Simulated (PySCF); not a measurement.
## Radial density of He (helium, neutral)

r2SCAN0, 1s1 2p1, high-spin 3P determinant (an excited configuration). Calculation: PySCF 2.14, in dyall-acv3z (10s3p2d, 29 functions); the spin-free X2C one-electron Hamiltonian (Gaussian nucleus).

```tsv
r (bohr)	4πr²ρ (e/bohr)	4πr²(ρα − ρβ)
0.0155	0.007084	0.0071
0.0262	0.01914	0.0191
0.0440	0.05040	0.0504
0.0740	0.1263	0.1263
0.124	0.2919	0.2919
0.209	0.5871	0.5871
0.352	0.9408	0.9408
0.592	1.047	1.0470
0.996	0.7141	0.7141
1.68	0.5385	0.5385
2.82	0.3874	0.3874
4.74	0.007504	0.0075
```

Densities and radii are taken from the X2C orbitals without a picture-change correction, which distorts them close to the nucleus.

The outer electron is Rydberg-like, and this basis confines it to a smaller radius and binds it less than a complete one would. At r2SCAN0 the highest occupied level has a positive energy, so only the finite basis holds that electron; for this excited configuration the basis is too tight for the outer shell.
